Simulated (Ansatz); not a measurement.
Species: CAuO, charge 1, multiplicity 1. 
Geometry from a B3LYP-D3(BJ)/def2-TZVP (Ansatz, an electronic-structure program) optimisation:
```xyz
3

Au     0.0000     0.0000    -0.3897
O      0.0000     0.0000     2.6769
C      0.0000     0.0000     1.5619
```
Charge +1, spin multiplicity 1.

Computed values are from Ansatz. Correlated levels leave the core frozen unless marked. UHF or UKS for open shells. Spin-orbit coupling is left out. Frozen are the shells of the preceding noble gas and the d and f shells that filled before the atom's block. In def2 rows, elements after Kr have scalar-relativistic effective core potentials. Basis-set limits of correlation are two-point, X^-3; Hartree-Fock from the larger set. [CCSD(T)-MP2]/basis is that difference in the basis named.

Task: What is the vertical ionisation energy (to the doublet) at RI-MP2/CBS(def2-TZVPPD,def2-QZVPPD)+[CCSD(T)-MP2]/def2-TZVPPD?

Result: 18.40 eV.

Task: What is the T1 diagnostic at CCSD/def2-QZVPPD?

Result: 0.019.

Task: What is the total energy at CCSD(T)/CBS(def2-TZVPPD,def2-QZVPPD)?

Result: -248.1290 Eh.

Task: What is the vertical electron affinity (to the doublet; negative means unbound) at RI-MP2/CBS(def2-TZVPPD,def2-QZVPPD)+[CCSD(T)-MP2]/def2-TZVPPD?

Result: 7.34 eV.
